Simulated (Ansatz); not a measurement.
The same path of H7PSi2Te (11 atoms, charge 0, multiplicity 1) was run twice with different band settings. The coordinate that changes most is the height of P3 over the plane of its neighbours.

Method: Ansatz, RHF/def2-SVP.

Relaxed end points:

```xyz
11
Properties=species:S:1:pos:R:3
Si -1.052 1.263 0.461
Si 0.131 -0.274 -0.899
P 2.307 -0.606 -0.284
Te -1.078 -2.504 -0.951
H -2.409 1.495 -0.088
H -1.161 0.705 1.830
H -0.318 2.551 0.522
H 0.125 0.165 -2.315
H 2.017 -0.960 1.053
H 2.601 0.750 -0.003
H -1.096 -2.641 0.694
```

```xyz
11
Properties=species:S:1:pos:R:3
Si -1.167 1.367 0.484
Si 0.093 -0.297 -0.637
P 2.137 -0.536 0.352
Te -1.131 -2.518 -0.571
H -2.445 1.587 -0.231
H -1.442 0.916 1.869
H -0.406 2.640 0.532
H 0.188 0.003 -2.086
H 2.706 -1.335 -0.662
H 2.670 0.692 -0.107
H -1.139 -2.577 1.077
```

Common settings: movable images 5; climbing image yes; spring 5.0 eV/Å²; optimiser quadratic models (default); start path IDPP; iteration limit 60; end points relaxed.

| run | force threshold |
| --- | --- |
| 1 | 0.05 eV/Å |
| 2 | 0.2 eV/Å |

(1) What does each run give, and how far can it be trusted?

Results:

(1) Run 1: converged after 20 iterations, highest image 1.072 eV above the first end. The profile has 2 maxima (images 1, 3) with wells between them (image 2): this band takes more than one step, which may be the mechanism or a detour left from its start path. A vibrational analysis at the climbing image gives one clearly imaginary mode, 779i cm⁻¹: a first-order saddle point.
Run 2: converged after 5 iterations, highest image 1.101 eV above the first end. The threshold of 0.2 eV/Å is loose, so the images may lie well off the minimum-energy path. The order of the stationary point at the top wasn't checked.
